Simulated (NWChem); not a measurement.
Species: ScF3; SMILES [F][Sc]([F])[F]

```xyz
4

Sc     0.0000     0.0000     0.0000
F     -1.2894    -1.2894     0.0000
F     -0.4720     1.7614     0.0000
F      1.7614    -0.4720     0.0000
```
Atoms are numbered in this order, from 1.

Results from NWChem. All runs use the structure optimised with B3LYP/6-31G* (spherical d). GIAO values for the isolated, static molecule; σ is the absolute isotropic shielding, δ = σ(reference) − σ with the isolated reference molecule computed at the same levels (19F: trichlorofluoromethane).

Task: Estimate the computed values for PBE/pcSseg-1. Quantities: σ Sc1 (ppm); δ F2 (ppm).

Result: 
```json
{
 "σ Sc1 (ppm)": "591.5",
 "δ F2 (ppm)": "250.0"
}
```
